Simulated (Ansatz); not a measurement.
CH₄B₂F₂O₂, SMILES `OBCOB(F)F`. Total charge 0; spin multiplicity 1.

```xyz
11

O     0.8610    2.1334    0.2885
B     0.2273    1.5581   -0.7461
C    -0.2480    0.0602   -0.6414
O     0.1105   -0.4641    0.6460
B    -0.1790   -1.7254    0.9998
F    -0.8102   -2.5645    0.1917
F     0.1745   -2.1548    2.1965
H     0.9536    1.5114    1.0230
H     0.0365    2.2049   -1.7348
H    -1.3322   -0.0132   -0.7890
H     0.2061   -0.5461   -1.4343
```

Q: List the harmonic frequencies (cm⁻¹, unscaled) at PBE0-D4/def2-TZVP in Ansatz. (Estimate.)

A: The calculation gave: 15, 117, 122, 210, 215, 425, 519, 565, 605, 688, 812, 817, 901, 973, 1026, 1101, 1203, 1254, 1337, 1421, 1441, 1458, 1505, 2632, 3036, 3076, 3782.

Q: Is this a minimum?

A: Yes, all 27 modes are real.

Q: Give the ideal-gas thermochemistry at 298.15 K and 1 bar (rigid rotor, harmonic oscillator; point group Cs, symmetry number 1).

A: Zero-point energy 186.9 kJ/mol; H(298) − E = 209.2 kJ/mol; entropy 372.7 J/(mol·K), of which translation 167.2, rotation 117.0, vibration 88.5; G(298) − E = 98.1 kJ/mol. Modes under 100 cm⁻¹ are hindered rotations or soft bends, so the harmonic entropy is rough.
